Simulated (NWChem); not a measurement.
# C$_{3}$H$_{7}$NSi; SMILES C[C@H]([SiH3])C#N

```xyz
12

C     -1.8109     0.0422     0.1953
C     -0.4028     0.0927    -0.4470
Si     0.6852    -1.4065     0.0675
C      0.2967     1.3329    -0.1197
N      0.8658     2.3051     0.1678
H     -2.4216     0.8896    -0.1325
H     -1.7475     0.0739     1.2875
H     -2.3231    -0.8814    -0.0931
H     -0.5037     0.0483    -1.5406
H      0.8591    -1.4046     1.5415
H      2.0061    -1.3310    -0.6040
H     -0.0208    -2.6472    -0.3501
```
Atoms are numbered in this order, from 1.

Results from NWChem. Coordinates come from a B3LYP/6-31G* (spherical d) optimisation.

For level Hartree-Fock/STO-3G:

```
Item                         Result
---------------------------  ------
highest occupied level (eV)   -9.62
orbital gap (eV)              19.33
dipole (D)                     3.39
```

Task: What are these values for level Hartree-Fock/pcseg-2?

Result: The highest occupied level (eV) comes out as -11.62 and the orbital gap (eV) comes out as 13.85. The dipole (D) is 4.36.
